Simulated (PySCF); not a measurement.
**Worked example: refractive index and permittivity of the vapour**

C2H9NSi, SMILES C[SiH](C)N.

Geometry: B3LYP-D3(BJ)/def2-SVP. Other conformers were not sampled.

PBE/def2-TZVP (PySCF) gives a mean static polarisability of 61.2 bohr³ and a dipole moment of 1.21 D. Take an ideal gas at 298.15 K and 1 bar, whether or not the substance is that volatile.

Question: Work out n − 1 in the optical limit and the static ε − 1.

Answer: 
Polarisability volume α' = 61.2 × 0.148185 = 9.07 Å³. Number density N = p/kT = 2.43e-5 Å⁻³.
Dilute limit of Lorentz–Lorenz: n − 1 = 2π N α' = 0.0014.
Orientation term of Debye: μ²/(3kT) = 8.098 Å³ × μ²(D²) = 11.86 Å³.
ε − 1 = 4π N (α' + μ²/3kT) = 0.0064. Orientation of the dipole supplies 57 % of the static response; it can't follow optical fields. Vibrational polarisation and dispersion are left out.
